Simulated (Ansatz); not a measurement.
`C=CCCC` + `S[SiH2]Cl` → `CCS[SiH2]Cl` + `C=CC`  (substitution at a C–C bond)

Computed with Ansatz on PBE0-D4/def2-TZVP structures; ΔE is electronic, products minus reactants. CCSD(T)/CBS adds triple-zeta CCSD(T) − MP2 to the extrapolated MP2 energy (def2 sets, frozen cores). DFT in def2-TZVPP. B3LYP here is the variant with VWN-RPA as its local correlation; programs differ in this. Each species was taken in one conformer, which may not be the lowest.

`C=CCCC`:

Z-matrix (Å, degrees):
```
C
C 1 1.491
C 1 1.526 2 112.9
H 1 1.095 2 109.7 3 -122.7
H 1 1.098 2 109.3 3 120.8
C 2 1.326 1 125.2 3 119.3
H 2 1.089 1 115.9 3 -59.7
C 3 1.518 1 112.7 2 178.0
H 3 1.095 1 108.9 2 -59.6
H 3 1.096 1 109.2 2 55.8
H 6 1.084 2 121.7 1 -179.4
H 6 1.086 2 121.3 1 0.8
H 8 1.092 3 111.5 1 179.8
H 8 1.094 3 111.1 1 59.7
H 8 1.094 3 111.1 1 -60.0
```

`S[SiH2]Cl`:

Cartesian coordinates in Å:
```
S -1.482 -0.299 0.787
Si 0.422 0.275 0.053
Cl 0.377 0.864 -1.914
H -1.535 -1.428 0.059
H 1.386 -0.843 0.135
H 0.833 1.430 0.879
```

`CCS[SiH2]Cl`:

Z-matrix (Å, degrees):
```
C
C 1 1.513
H 1 1.092 2 111.5
H 1 1.094 2 110.0 3 -119.6
H 1 1.091 2 111.0 3 120.4
S 2 1.829 1 114.0 3 -63.5
H 2 1.092 1 111.1 3 179.5
H 2 1.092 1 112.0 3 59.9
Si 6 2.107 2 101.3 1 76.6
Cl 9 2.062 6 111.8 2 59.8
H 9 1.479 6 106.0 2 178.8
H 9 1.481 6 113.3 2 -58.8
```

`C=CC`:

Cartesian coordinates in Å:
```
C -0.585 0.891 0.885
C -0.197 -0.287 0.418
C 0.530 -0.503 -0.865
H -0.389 1.809 0.339
H -1.111 0.982 1.828
H -0.416 -1.180 1.001
H 1.495 -0.989 -0.692
H -0.036 -1.162 -1.531
H 0.709 0.440 -1.385
```

| level | ΔE (kJ/mol) |
| --- | --- |
| r2SCAN-D4 | 2.6 |
| PBE0-D4 | 2.5 |
| B3LYP-D4 | 0.6 |
| ωB97X-V | 5.6 |
| ωB97M-V | 5.3 |
| r2SCAN | 3.4 |
| B3LYP | 6.3 |
| SCS-MP2/def2-TZVPP | 7.5 |

Problem. What does CCSD(T)/CBS give? (Estimate.)

Solution. The calculation gave: +5.4 kJ/mol. The listed levels differ from it by -2.8, -2.9, -4.8, 0.2, -0.1, -2.0, 0.9, 2.1 kJ/mol.

Largest T1 diagnostic among the species: 0.010.

In def2-TZVPP, CCSD(T) changes the Hartree–Fock value by −4.4 kJ/mol (the triples alone add −2.3 kJ/mol) and MP2 by −7.0 kJ/mol. The D4 term adds −5.7 kJ/mol with B3LYP and −3.1 kJ/mol with PBE0; it sums over pairs of atoms, weighted by their polarisabilities, and B3LYP, whose exchange is more repulsive, gets the larger term.
